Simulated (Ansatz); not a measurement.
Start from `[Cl][Ge][Br]` and change one element to get `[Cl][Sn][Br]`.

Ansatz, PBE0-D4/def2-TZVP geometries, multiplicity 1. 

Elements past krypton have def2 core potentials. Scalar relativity is left out up to krypton.

```csv
property,`[Cl][Ge][Br]`
LUMO energy (B3LYP/def2-TZVPP) / eV,-3.34
size of the dipole moment (PBE/def2-TZVPP) / D,1.75
HOMO energy (B3LYP/def2-TZVPP) / eV,-7.73
size of the dipole moment (B3LYP/def2-TZVPP) / D,1.97
LUMO energy (PBE/def2-TZVPP) / eV,-3.85
HOMO–LUMO gap (B3LYP/def2-TZVPP) / eV,4.39
```

(1) What does the change do to each property? (Estimate.)

## Answers

(1) Ansatz gave: 
| property | `[Cl][Sn][Br]` | shift |
| --- | --- | --- |
| LUMO energy (B3LYP/def2-TZVPP) / eV | -3.39 | -0.05 |
| size of the dipole moment (PBE/def2-TZVPP) / D | 2.93 | 1.18 |
| HOMO energy (B3LYP/def2-TZVPP) / eV | -7.66 | 0.07 |
| size of the dipole moment (B3LYP/def2-TZVPP) / D | 3.17 | 1.20 |
| LUMO energy (PBE/def2-TZVPP) / eV | -3.80 | 0.05 |
| HOMO–LUMO gap (B3LYP/def2-TZVPP) / eV | 4.28 | -0.11 |

Dipoles are sizes alone; their direction can turn.

B3LYP here is the variant with VWN-RPA as its local correlation; programs differ in this.

Spin–orbit coupling is left out; it splits and shifts lone-pair levels of the heavy atoms by tenths of an eV.
